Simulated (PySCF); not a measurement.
## Basis-set dependence of population analyses: `C[SiH2][Si@H](F)S`

CH₇FSSi₂.
Z-matrix (Å and degrees, PBE0-D3(BJ)/def2-SVP geometry), rows numbered from 1:
```
C 
Si  1  1.8810
Si  2  2.3368  1  111.78
F   3  1.6356  2  106.49  1   -52.66
S   3  2.1345  2  111.00  1  -174.17
H   1  1.1006  2  110.03  3    57.29
H   1  1.1001  2  111.00  3   -62.45
H   1  1.1006  2  110.79  3   177.24
H   2  1.4991  1  110.79  3  -117.98
H   2  1.4965  1  111.72  3   121.81
H   3  1.4900  2  116.46  1    66.83
H   5  1.3515  3   94.87  2    42.20
```

PBE0 throughout (PySCF), one geometry, spherical d and f functions. One conformer (not necessarily the lowest) at the PBE0-D3(BJ)/def2-SVP geometry, without solvent, vibrations or thermal averaging. Atoms taken as equivalent share a column and are averaged. The first 7 of 10 kinds of atom are listed.

Mulliken charges (e):

```csv
basis,functions,C1,Si2,Si3,F4,S5,H6/H7/H8,H9
STO-3G,44,-0.392,+0.420,+0.465,-0.241,-0.100,+0.076,-0.121
6-31G,71,-0.811,+0.386,+0.712,-0.445,-0.274,+0.208,-0.088
pcSseg-0,71,-1.146,+0.325,+0.760,-0.477,-0.456,+0.275,0.000
6-31G*,96,-0.764,+0.248,+0.641,-0.394,-0.312,+0.209,-0.057
cc-pVDZ,117,-0.267,+0.102,+0.493,-0.321,-0.238,+0.078,-0.038
def2-SVP,117,-0.357,+0.194,+0.569,-0.349,-0.266,+0.090,-0.054
aug-cc-pVDZ,190,+0.366,-0.279,+0.693,-0.633,-0.481,-0.240,+0.317
"6-311+G(2d,p)",201,-0.697,+0.331,+0.482,-0.427,-0.188,+0.172,-0.057
def2-TZVP,215,-0.501,+0.079,+0.473,-0.325,-0.303,+0.151,-0.015
cc-pVTZ,260,-0.390,+0.082,+0.479,-0.298,-0.237,+0.116,-0.028
IGLO-III,272,-0.610,+0.529,+0.872,-0.480,-0.307,+0.152,-0.160
```

IAO charges (e):

| basis | functions | C1 | Si2 | Si3 | F4 | S5 | H6/H7/H8 | H9 |
| --- | --- | --- | --- | --- | --- | --- | --- | --- |
| STO-3G | 44 | -0.640 | +0.490 | +0.617 | -0.356 | -0.173 | +0.133 | -0.120 |
| 6-31G | 71 | -0.686 | +0.335 | +0.711 | -0.504 | -0.276 | +0.170 | -0.066 |
| pcSseg-0 | 71 | -0.684 | +0.295 | +0.699 | -0.482 | -0.283 | +0.168 | -0.053 |
| 6-31G* | 96 | -0.693 | +0.423 | +0.827 | -0.529 | -0.290 | +0.161 | -0.102 |
| cc-pVDZ | 117 | -0.692 | +0.426 | +0.817 | -0.528 | -0.295 | +0.160 | -0.101 |
| def2-SVP | 117 | -0.685 | +0.433 | +0.822 | -0.527 | -0.288 | +0.157 | -0.105 |
| aug-cc-pVDZ | 190 | -0.704 | +0.431 | +0.825 | -0.542 | -0.302 | +0.163 | -0.100 |
| 6-311+G(2d,p) | 201 | -0.716 | +0.452 | +0.841 | -0.547 | -0.298 | +0.165 | -0.108 |
| def2-TZVP | 215 | -0.719 | +0.457 | +0.854 | -0.549 | -0.300 | +0.165 | -0.110 |
| cc-pVTZ | 260 | -0.716 | +0.446 | +0.846 | -0.544 | -0.304 | +0.165 | -0.106 |
| IGLO-III | 272 | -0.719 | +0.457 | +0.844 | -0.549 | -0.294 | +0.165 | -0.110 |

Hirshfeld charges (e):

```tsv
basis	functions	C1	Si2	Si3	F4	S5	H6/H7/H8	H9
STO-3G	44	-0.122	+0.271	+0.354	-0.169	-0.124	+0.013	-0.088
6-31G	71	-0.181	+0.221	+0.307	-0.239	-0.134	+0.051	-0.069
pcSseg-0	71	-0.188	+0.243	+0.342	-0.236	-0.138	+0.043	-0.072
6-31G*	96	-0.182	+0.218	+0.286	-0.204	-0.133	+0.051	-0.073
cc-pVDZ	117	-0.194	+0.240	+0.291	-0.202	-0.117	+0.049	-0.077
def2-SVP	117	-0.199	+0.247	+0.299	-0.208	-0.112	+0.049	-0.079
aug-cc-pVDZ	190	-0.212	+0.245	+0.307	-0.222	-0.113	+0.051	-0.074
6-311+G(2d,p)	201	-0.203	+0.245	+0.303	-0.223	-0.113	+0.049	-0.075
def2-TZVP	215	-0.206	+0.241	+0.297	-0.213	-0.113	+0.051	-0.075
cc-pVTZ	260	-0.206	+0.241	+0.297	-0.208	-0.115	+0.051	-0.075
IGLO-III	272	-0.210	+0.244	+0.302	-0.217	-0.104	+0.050	-0.074
```

Some averages cover members that differ in this geometry, most widely: H6/H7/H8, Mulliken in aug-cc-pVDZ -0.325 to -0.187 e.

Q: Which scheme is steadiest as the basis changes?

A: Largest range over the bases for any column: Hirshfeld 0.09 e, IAO 0.24 e, Mulliken 1.51 e. Hirshfeld charges move least and Mulliken charges most, counted in e. Without the minimal STO-3G basis the ranges are Hirshfeld 0.06, IAO 0.16, Mulliken 1.51 e.

Q: How much do the charges still move between the two largest bases, cc-pVTZ and IGLO-III?

A: At most, over all atoms: Mulliken 0.448 e, IAO 0.011 e, Hirshfeld 0.011 e.

Q: What do the same runs give for the total energy, the frontier levels and the dipole moment?

A: 
```csv
basis,energy (Eh),HOMO (eV),LUMO (eV),μ (D)
STO-3G,-1105.8588,-3.62,5.34,1.46
6-31G,-1118.7088,-7.76,-0.03,3.08
pcSseg-0,-1117.3966,-7.95,-0.27,2.85
6-31G*,-1118.8384,-7.59,0.03,2.37
cc-pVDZ,-1118.9005,-7.57,0.06,2.14
def2-SVP,-1118.4851,-7.59,0.04,2.10
aug-cc-pVDZ,-1118.9214,-7.68,-0.53,2.14
"6-311+G(2d,p)",-1118.9835,-7.69,-0.53,2.13
def2-TZVP,-1119.0025,-7.67,-0.28,2.03
cc-pVTZ,-1119.0033,-7.66,-0.21,2.04
IGLO-III,-1119.0010,-7.61,-0.26,1.95
```

The dipole is fixed by the density alone, so its range of 1.62 D shows that the density itself changes with the basis, not only its division among atoms.
